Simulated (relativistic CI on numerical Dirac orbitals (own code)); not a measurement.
A reference radial Dirac CI calculation of Pd2+ gave the lowest total energy -5037.98297 Ha in 34 SCF steps, from this input:

```
atom Pd  Z=46  charge=2  electrons=44
nucleus A=106  rms_radius_fm=4.5318
hamiltonian dirac-coulomb  breit=on  qed=on  c_scale=1
orbitals kli  potential=per-configuration
slater_scale 1
correlation none
mixing on
grid step=0.0125 r_max=67.1
scf mixing=0.4 start=green max_iterations=150 tolerance=2e-08 node_fill=0.05
configurations
  [Kr] 4d8
  [Kr] 4d7 5s
  [Kr] 4d7 5p
end
```

One setting was then changed, and the output read:

```
SCF 1: [Kr] 4d8
 iter      energy (Ha)   residual   last orbital (Ha)
    1     -5029.087998   2.05e+00     -2.59404
    2     -5042.191949   6.32e-01     -1.48245
    3     -5043.390022   1.37e-01     -1.20327
    4     -5043.441739   8.00e-02     -1.30583
    5     -5043.458621   2.51e-02     -1.26308
    6     -5043.459062   1.33e-03     -1.23434
    7     -5043.459180   2.02e-04     -1.23567
    8     -5043.459210   5.21e-05     -1.23589
    9     -5043.459206   2.02e-06     -1.23583
   10     -5043.459206   9.57e-07     -1.23582
   11     -5043.459206   3.79e-08     -1.23583
   12     -5043.459206   2.67e-09     -1.23583
SCF 2: [Kr] 4d7 5s
 iter      energy (Ha)   residual   last orbital (Ha)
    1     -5030.089661   1.99e+00     -1.35775
    2     -5041.899646   6.37e-01     -1.03320
    3     -5043.103541   1.36e-01     -0.92773
    4     -5043.160692   6.41e-02     -0.93407
    5     -5043.168991   2.65e-02     -0.92317
    6     -5043.168912   3.59e-04     -0.91049
    7     -5043.168963   1.35e-04     -0.91043
    8     -5043.168986   1.11e-04     -0.91035
    9     -5043.168979   3.15e-06     -0.91030
   10     -5043.168979   2.06e-06     -0.91030
   11     -5043.168979   9.61e-09     -0.91030
SCF 3: [Kr] 4d7 5p
 iter      energy (Ha)   residual   last orbital (Ha)
    1     -5029.952879   1.98e+00     -0.99513
    2     -5041.671073   6.36e-01     -0.76164
    3     -5042.877742   1.37e-01     -0.68907
    4     -5042.934754   5.92e-02     -0.68894
    5     -5042.941737   2.49e-02     -0.68241
    6     -5042.941645   1.17e-03     -0.67403
    7     -5042.941795   4.71e-04     -0.67423
    8     -5042.941782   1.51e-04     -0.67408
    9     -5042.941773   1.02e-05     -0.67403
   10     -5042.941773   2.08e-06     -0.67403
   11     -5042.941773   1.83e-08     -0.67403
orbital energies (Ha): 3p3/2 -19.8734  3d3/2 -13.3119  3d5/2 -13.1087  4s -4.2846  4p1/2 -3.1393  4p3/2 -2.9776  4d3/2 -1.2547  4d5/2 -1.2358
configuration averages (Ha): Dirac-Coulomb, Breit, QED
  4d8                          -5043.459206    3.314765    2.213775
  4d7 5s                       -5043.168979    3.315502    2.214410
  4d7 5p                       -5042.941773    3.315457    2.213915
levels: no., configuration, term, J, E (cm-1), weight
   1 4d8                    3F   4                0.0  0.99
   2 4d8                    3F   3             3050.1  1.00
   3 4d8                    3F   2             4802.3  0.96
   4 4d8                    1D   2            15127.1  0.55
   5 4d8                    3P   1            19206.0  0.98
   6 4d8                    3P   2            19502.4  0.57
   7 4d8                    3P   0            19618.3  0.97
   8 4d8                    1G   4            24667.3  0.99
   9 4d7 5s                 5F   5            45999.4  0.99
  10 4d7 5s                 5F   4            48097.7  0.99
  11 4d7 5s                 5F   3            49686.8  0.99
  12 4d7 5s                 5F   2            50802.3  0.99
  13 4d7 5s                 5F   1            51511.0  0.99
  14 4d8                    1S   0            59461.3  0.99
lowest total energy -5037.991424 Ha
end: converged
```

**Question.** Which setting was changed?
A. QED terms
B. Slater scale
C. speed of light
D. charge

**Answer.** B. The Slater scale 1.2.
